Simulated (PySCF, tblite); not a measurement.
Complex of aluminium trifluoride and NaCl

A gas-phase complex of aluminium trifluoride and NaCl; neutral, singlet. The structure comes from a short search (6 tight-binding starts) and was relaxed by PBE0-D3(BJ)/def2-SVPD; another way of binding may lie lower. Frequencies by PBE0-D3(BJ)/def2-SVPD show no clear imaginary mode.

```json
{"part": "1", "name": "aluminium trifluoride", "SMILES": "[F][Al]([F])[F]", "atoms": "1–4", "charge": "0", "multiplicity": "1"}
{"part": "2", "name": "NaCl", "SMILES": "[Na][Cl]", "atoms": "5–6", "charge": "0", "multiplicity": "1"}
```

Coordinates in Å:
```
F1     -0.414    1.014    0.840
Al2     0.394    0.192   -0.377
F3      1.826   -0.584    0.023
F4     -0.702   -0.908   -1.174
Na5    -0.968   -0.175   -3.133
Cl6     0.705    1.532   -2.127
```

Contacts between parts, classed by geometry: Al2···Cl6 2.227 Å (bond); F4···Na5 2.108 Å (ion contact).

The parts are joined by the bond Al2–Cl6, so these are energies of forming such bonds; deforming the relaxed parts to their shape in the adduct costs 19.4 kcal/mol, which the interaction energies leave out.

Interaction energies are complex less parts, with the parts frozen as they stand in it; counterpoise-corrected, in kcal/mol (PySCF).

Question: Give the interaction energy at each level run.

Answer: 
| level | interaction | superposition error removed |
| --- | --- | --- |
| wB97M-D3(BJ)/def2-SVPD | -75.13 | -1.78 |
| PBE0-D3(BJ)/def2-SVPD | -77.36 | -1.88 |

Question: What holds them together? Decompose the wB97M-D3(BJ)/def2-SVPD energy: frozen parts, their antisymmetrised product, then relaxation.

Answer: electrostatic -98.5, Pauli repulsion +73.2, orbital relaxation -49.9, dispersion correction -1.7 kcal/mol, which sum to the value before the counterpoise correction; the Pauli term holds the exchange-correlation of the frozen density too. Of the attraction, 66 % is electrostatic, 33 % is orbital relaxation, 1 % is dispersion correction.

The parts were also relaxed and run alone, at the levels used for the complex: shieldings by PBE0/pcSseg-2; core levels by delta-SCF with SCAN, pcX-2 on the ionised atom and pcseg-1 elsewhere, spin-free X2C (2p3/2 is the spin-free 2p value less a third of a first-order spin-orbit splitting).

Question: How do these values change when the complex forms?

Answer: 
```json
{"property": "shielding of Al2 (ppm)", "alone": "507.1", "in the complex": "510.6", "change": "+3.5"}
{"property": "shielding of Cl6 (ppm)", "alone": "1115.3", "in the complex": "1032.2", "change": "-83.0"}
{"property": "shielding of F4 (ppm)", "alone": "388.7", "in the complex": "367.4", "change": "-21.3"}
{"property": "shielding of Na5 (ppm)", "alone": "570.5", "in the complex": "579.0", "change": "+8.6"}
{"property": "Al2 2p3/2 core level (eV)", "alone": "83.73", "in the complex": "81.23", "change": "-2.49"}
{"property": "F4 1s core level (eV)", "alone": "693.01", "in the complex": "692.21", "change": "-0.80"}
{"property": "Cl6 2p3/2 core level (eV)", "alone": "202.58", "in the complex": "205.77", "change": "+3.19"}
```

The 5 runs behind this took 7.1 min in all, one thread each of Arm Neoverse V1 on a shared host, launched as `OMP_NUM_THREADS=1 python cluster_run.py task.json out`.
